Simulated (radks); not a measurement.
Q: Neutral nitrogen, [He] 2s2 2p3. All-electron calculation, non-relativistic Kohn-Sham, exchange-only B88, spin-polarised, spherical densities, point nucleus. Program: a radial shooting solver on a logarithmic mesh with Libxc functionals. Every spin shell is full or empty, so the densities are truly spherical. Functionals are evaluated on that one density, not self-consistently. Rank these orbital-free kinetic functionals by their error against the exact value of the orbitals, and give that value: Thomas-Fermi, von Weizsacker, TF + vW, TF + vW/9, TF + vW/5, LC94, APBEK, revAPBEK, Perdew 92, Thakkar, Pearson, LKT, PG1, DePristo-Kress, Ernzerhof.

A: Exact: 54.4009 hartree. From best to worst, with 100 (|E| - |E exact|)/|E exact| (equal figures are ties): LC94 +0.10, Perdew 92 -0.17, APBEK +0.18, Thakkar +0.19, TF + vW/9 -0.19, DePristo-Kress -0.75, revAPBEK +0.82, Ernzerhof +1.25, Pearson -3.19, TF + vW/5 +7.01, Thomas-Fermi -9.19, von Weizsacker -19.03, PG1 +37.95, LKT +44.89, TF + vW +71.78.
